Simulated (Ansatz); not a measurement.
Consider the formal exchange of groups at the Al–S bond: `C[O][Al]([OH])[SH]` + CH₄ → `C[O][Al]([CH3])[OH]` + H₂S.

Isolated molecules relaxed with PBE0-D4/def2-TZVP in Ansatz; ΔE leaves out vibrations. CCSD(T)/CBS is the MP2 limit (def2-TZVPP, def2-QZVPP) plus CCSD(T) − MP2 in def2-TZVPP, frozen cores. This one scheme is used for every species. DFT in def2-TZVPP. Each species was taken in one conformer, which may not be the lowest.

```csv
level,ΔE (kJ/mol),difference from CCSD(T)/CBS
LDA (SPW92),101.9,-8.0
PBE-D4,106.9,-3.0
revPBE-D4,108.1,-1.8
BHLYP-D4,113.0,3.1
ωB97X-V,107.7,-2.2
r2SCAN,112.7,2.8
r2SCAN0,113.4,3.5
CCSD/def2-SVP,104.8,-5.1
CCSD(T)/def2-TZVPP,108.1,-1.8
SCS-MP2/def2-QZVPP,112.1,2.2
CCSD(T)/CBS,109.9,0
```

Largest T1 diagnostic among the species: 0.012.

In def2-TZVPP, CCSD(T) changes the Hartree–Fock value by −8.0 kJ/mol (the triples alone add +0.2 kJ/mol) and MP2 by −3.6 kJ/mol. At CCSD(T), def2-SVP lies −5.3 kJ/mol from the extrapolated value and def2-TZVPP −1.8 kJ/mol. Leaving LDA and LC-ωPBE aside and taking each functional with its dispersion term where it has one, the values, not all of them listed here, spread over 8.0 kJ/mol, from ωB97M-V to r2SCAN0-D4. LDA lies −3.8 kJ/mol from PBE without D4.
